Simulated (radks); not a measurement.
Effect of the nuclear size on the praseodymium ion Pr3+, [Xe] 4f2. Calculated with a radial shooting solver on a logarithmic mesh with Libxc functionals: Dirac Kohn-Sham, exchange-only LDA, spin-unpolarised, spherical densities, finite nucleus; open shells are shared between the two j in proportion to 2j + 1; Fermi nuclear charge, rms radius 4.8919 fm. The rms radius is varied about that value; shifts are against it.

\begin{tabular}{lrrrrrrrrr}
rms radius (fm) & total energy shift (eV) & density at nucleus (e/bohr^3) & 1s1/2 shift (meV) & 2s1/2 shift (meV) & 4p1/2 shift (meV) & 5s1/2 shift (meV) & 5p1/2 shift (meV) & 4f7/2 shift (meV) & 6s1/2 (empty) shift (meV) \\ \hline
4.0211 & -3.79 & 4.331e+05 & -1570 & -194 & 0.459 & -1.59 & 0.117 & 0.292 & -0.322 \\
4.6962 & -0.902 & 4.189e+05 & -374 & -46.1 & 0.109 & -0.378 & 0.028 & 0.070 & -0.077 \\
4.8919 & 0 & 4.152e+05 & 0.000 & 0.000 & 0.000 & 0.000 & 0.000 & 0.000 & 0.000 \\
5.2637 & 1.79 & 4.087e+05 & 744 & 91.7 & -0.217 & 0.752 & -0.055 & -0.138 & 0.153 \\
5.4447 & 2.70 & 4.058e+05 & 1120 & 138 & -0.327 & 1.13 & -0.083 & -0.208 & 0.230 \\
\end{tabular}

Slopes of the eigenvalues against <r^2> in GHz/fm^2, as finite differences over the two radii next to the reference (eigenvalue slopes, not the field-shift constants of lines): 1s1/2 47900, 2s1/2 5900, 4p1/2 -14.0, 5s1/2 48.3, 5p1/2 -3.55, 4f7/2 -8.89, 6s1/2 (empty) 9.81.
